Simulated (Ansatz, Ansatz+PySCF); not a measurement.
| atom | x (Å) | y (Å) | z (Å) |
| --- | --- | --- | --- |
| N | 0.0000 | 0.0000 | -0.1963 |
| H | 0.0000 | 0.0000 | 1.3739 |
| H | 30.0000 | 0.0000 | -0.8370 |
| H | 30.0000 | 0.0000 | 0.8370 |

Basis set: 6-31G (spherical functions). Correlated methods keep 1 orbital frozen. Correlation on ROHF uses semicanonical orbitals with singles. Charge 0, multiplicity 3.

Computed with Ansatz (development build ahead of 0.2.0); each method stands on the lowest determinant of its kind that the runs found.

The atomization energy at this shape (free ground-state atoms in the same class of orbitals less the molecule, no zero-point energy) of triplet NH₃:

| method | atomization energy |
| --- | --- |
| ROHF-CCSD(T) | 2.27 eV |
| UHF-MP2 | 0.96 eV |
| ROHF-MP2 | 0.71 eV |
| ROHF | -1.48 eV |

Task: What does UHF give?

Result: 0.54 eV. Caution: the shape is not the minimum. Caution for ROHF-CCSD(T), ROHF-MP2, ROHF: an unrestricted determinant lies well below. Caution for ROHF-CCSD(T), UHF-MP2, ROHF-MP2: large amplitudes, a single reference is doubtful. Caution for ROHF-CCSD(T): the amplitudes may be one of several solutions. Caution for UHF-MP2, ROHF-MP2: forces differ strongly between restricted and unrestricted references. Caution for UHF-MP2, UHF: the unrestricted determinant is a mixture of spin states. Caution for ROHF: the molecule lies well above its atoms at this level.

This basis has no polarisation functions and is too small for such energies, which can lie far from measured ones in either direction.
